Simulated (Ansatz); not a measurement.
```yaml
crystal:
  periodic: [false, false, false]
  atoms:
    - {symbol: C, position_ang: [-1.437983, 0.776687, -0.889444]}
    - {symbol: C, position_ang: [-0.584426, -0.245018, -0.867764]}
    - {symbol: C, position_ang: [0.849117, -0.169458, -0.497413]}
    - {symbol: In, position_ang: [0.961635, -0.648689, 1.600463]}
    - {symbol: F, position_ang: [1.484498, 0.988507, 2.561365]}
    - {symbol: H, position_ang: [-1.120937, 1.787732, -0.652533]}
    - {symbol: H, position_ang: [-2.477959, 0.633810, -1.155387]}
    - {symbol: H, position_ang: [-0.961625, -1.236278, -1.115562]}
    - {symbol: H, position_ang: [1.254144, 0.839478, -0.583844]}
    - {symbol: H, position_ang: [1.464992, -0.863799, -1.069527]}
    - {symbol: H, position_ang: [0.634043, -1.919875, 2.690249]}
basis:
  gaussian: {orbitals: def2-TZVPD, fitting: {mean_field: cc-pVTZ-jkfit}, nuclear_model: gaussian}
magnetization: {spin_polarized: true, initial_magnetization: 0}
hamiltonian: {xc: {name: RPBE}, dispersion: d4}
accuracy: high
```

```sh
$ ansatz run in.yaml --threads 4 --pin off --events-out ev --progress --plain --max-ram 10444MiB
```

Task: How does Ansatz answer? (An estimate is asked.)

Result: Ansatz gave: The program refused the input.
```
Functional definition: RPBE
Error: <dir> the basis set cc-pVTZ-JKFIT has no functions for In
```
